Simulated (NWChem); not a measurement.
System: SiBrF, singlet; SMILES F[Si]Br

Here is an NWChem input.

```
start job
memory heap 200 mb stack 900 mb global 1100 mb
geometry units angstroms noautoz
  Si     0.653137    -1.149742     0.000000
  F     -0.774351    -1.934017     0.000000
  Br    -0.046543     0.996545     0.000000
end
basis spherical
  * library def2-svpd
end
dft
  xc xcamb88 1.00 lyp 0.81 vwn_5 0.19 hfexch 1.00
  cam 0.33 cam_alpha 0.19 cam_beta 0.46
  iterations 150
end
tddft
  cis
  nroots 6
  notriplet
end
task tddft energy
```

Low-valent species are run as closed-shell singlets; no triplet was tried in these runs. All runs use the structure optimised with PBE0/def2-SVP.

Vertical excitations in the gas phase.

### Question
What results follow from this input? (CAM-B3LYP/def2-SVPD, TDA.) Quantities: lowest excitation, singlet (eV); oscillator strength of that lowest state; lowest state with f > 0.02, singlet (eV); oscillator strength of that bright state; orbital gap (eV).

### Answer
lowest excitation, singlet (eV): 4.34
oscillator strength of that lowest state: 0.055
lowest state with f > 0.02, singlet (eV): 4.34
oscillator strength of that bright state: 0.055
orbital gap (eV): 7.53
